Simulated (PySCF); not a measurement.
# Worked example: oscillator strength and radiative lifetime

Sn(H)3(OH) (H₄OSn), SMILES [OH][SnH3].

The structure is a stationary point at B3LYP-D3(BJ)/def2-TZVP. The def2 effective core potentials stand for the cores of Sn; spin–orbit coupling is left out.

TDDFT-ωB97X/def2-SVPD (PySCF) puts the first singlet state with f over 0.02 at 7.45 eV (vertical), with the transition dipole (0.037, -0.619, 0.000) in atomic units.

Q: Find the oscillator strength, the wavelength and the radiative lifetime that this transition would have in vacuum if emission retraced absorption.

A: 
|μ|² = 0.3845 au, so |μ| = 1.58 D. ΔE = 7.45/27.211 = 0.2738 hartree. f = (2/3) ΔE |μ|² = 0.070 (the program prints 0.070).
λ = 1239.84/7.45 = 166 nm; ν = 60088 cm⁻¹.
Einstein's coefficient A = 0.6670 ν² f s⁻¹ (ν in cm⁻¹) = 1.7e8 s⁻¹, so τ = 1/A = 5.9 ns. This state is S2; the lower singlet has f = 0.017. The figure is the radiative limit of this one transition; relaxation, internal conversion, crossing to triplets and a medium change what is measured.
